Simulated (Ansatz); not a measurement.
Reactions of C₂H₂ClFSi (`FC1=C(Cl)[SiH2]1`).

Gas-phase electronic energies from Ansatz, PBE0-D4/def2-TZVP geometries. CCSD(T)/CBS adds triple-zeta CCSD(T) − MP2 to the extrapolated MP2 energy (def2 sets, frozen cores). This one scheme is used for every species, atoms too. Functionals use def2-TZVPP. Open shells (•) are unrestricted, without spin–orbit coupling. Spin–orbit coupling would lower the free atoms: a little for C, Cl, F, Si.

```
                                            reaction  LDA (SPW92) (kJ/mol)  PBE-D4 (kJ/mol)  CCSD(T)/CBS(def2) (kJ/mol)
      `FC1=C(Cl)[SiH2]1` + H₂ → `FC1=C[SiH2]1` + HCl                   -69              -66                         -83
  `FC1=C(Cl)[SiH2]1` + H–F → `FC1=C(F)[SiH2]1` + HCl                    30               35                          43
     `FC1=C(Cl)[SiH2]1` + H₂ → `ClC1=C[SiH2]1` + H–F                   -91              -93                        -118
`FC1=C(Cl)[SiH2]1` + HCl → `ClC1=C(Cl)[SiH2]1` + H–F                   -28              -33                         -42
   `FC1=C(Cl)[SiH2]1` → 2 C• + Cl• + F• + 2 H• + Si•                  3008             2634                        2507
```

Largest T1 diagnostic: 0.014, for `FC1=C(F)[SiH2]1`.
